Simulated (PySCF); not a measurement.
AlAs₂FH₄.

```xyz
8

Al     0.5869    -0.0964     0.3049
As    -1.2772    -1.3767     1.1058
H     -0.4611    -2.6552     1.0011
H     -1.8204    -1.4980    -0.3102
As     0.5447     1.4998    -1.4857
H      1.1765     2.5480    -0.5835
H     -0.8745     1.9038    -1.1153
F      2.0581    -0.3452     1.0646
```

The structure is a stationary point at ωB97X-D3(BJ)/def2-SVP. The structure was generated by enumeration; whether it is a known compound was not checked.

Level of theory: PySCF with PBE/pcSseg-1. Non-relativistic, no solvent.

Computed absolute GIAO shielding of each atom: isotropic value and principal components (ppm):
```tsv
atom	σ(iso)	σ11	σ22	σ33	span
Al1	290.5	138.5	305.2	427.8	289.4
As2	1936.2	1764.5	1991.9	2052.3	287.9
H3	29.5	22.7	23.9	41.8	19.1
H4	30.0	22.7	25.8	41.3	18.6
As5	1936.2	1767.2	1992.7	2048.8	281.5
H6	29.5	22.8	23.9	41.8	19.1
H7	30.0	22.7	25.8	41.4	18.6
F8	230.4	86.7	273.3	331.1	244.4
```
